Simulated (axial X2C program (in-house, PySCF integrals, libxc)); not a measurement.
SnH: cheaper levels and CCSD(T), with spin–orbit coupling

Computed with an axial X2C code built on PySCF integrals. Two-component (2c) means X2C with spin–orbit coupling and atomic mean-field two-electron Coulomb and Gaunt terms. Basis: Sn dyall-cv3z [11s12p9d4f1g], H dyall-v3z [6s2p1d] (cores contracted in-house); Gaussian nuclei, density fitting, unrestricted open shells. Masses: Sn 119.902 u, H 1.008 u.

State: Ω = 1/2 (⟨Sz⟩ = -0.50, ⟨Lz⟩ = 1.00 at HF); fragments Sn + H.

```tsv
level	Re (Å)	ωe (cm⁻¹)
PBE0	1.780	1705.7
HF	1.770	1784.2
MP2	1.757	1768.5
CCSD	1.770	1721.2
r2SCAN	1.781	1698.1
```

Correlated methods: 15 electrons correlated (number of frozen shells: Sn 4 s, 3 p, 1 d; H none), 191 virtual spin orbitals or spinors in MP2, 110 natural virtuals in coupled cluster.

CCSD(T), same Hamiltonian and basis:

Re = 1.773 Å, ωe = 1704.8 cm⁻¹; T1 = 0.013 (Lee–Taylor normalisation).

Task: Give the differences from CCSD(T) in the columns below.

Result: 

| level | ΔRe (Å) | Δωe (cm⁻¹) |
| --- | --- | --- |
| PBE0 | 0.007 | 1 |
| HF | -0.003 | 79 |
| MP2 | -0.016 | 64 |
| CCSD | -0.003 | 16 |
| r2SCAN | 0.008 | -7 |

Occupations by symmetry block were frozen at the best pattern of an incomplete PBE0 search. De is not given where an atomic determinant may have missed its ground term or J level, or where the truncated virtual space spoils (T). Density functionals use the spin component along the axis (collinear). CCSD and (T) use frozen natural virtuals with an MP2 correction for the truncation; (T) itself is uncorrected, so its De runs slightly low. The functionals have no current-density term, which raises determinants with orbital currents, atoms included.
